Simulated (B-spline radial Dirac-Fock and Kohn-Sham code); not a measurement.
## In 2p1/2: cross section and angular parameters

System: the free indium atom, [Kr] 4d10 5s2 5p1; threshold 3938.0 eV (tabulated edge). Method: Dirac-Hartree-Slater photoionisation with a Latter tail; cross sections with all multipoles, angular parameters from the dipole term and its interference with E2. Computed with a radial atomic solver.

For linearly polarised light dσ/dΩ = σ/(4π) [1 + β P₂(cos θ) + (δ + γ cos²θ) sin θ cos φ], with θ from the polarisation vector and φ the angle between the beam and the projection of the electron momentum on the plane normal to the polarisation.

```tsv
hν (eV)	σ (kb)	β	γ	δ
4000	63.6	0.813	-0.267	-0.006
4030	62.7	0.905	-0.322	-0.015
4310	?	?	?	?
5060	34.8	1.398	0.022	0.024
8047.8	9.60	1.408	0.873	0.061
10400	4.53	1.340	1.276	0.087
12000	2.95	1.292	1.482	0.105
15000	1.50	1.207	1.784	0.139
```

Q: Give the values at 4310 eV.

A: σ = 52.9 kb, β = 1.221, γ = -0.309, δ = 0.000.
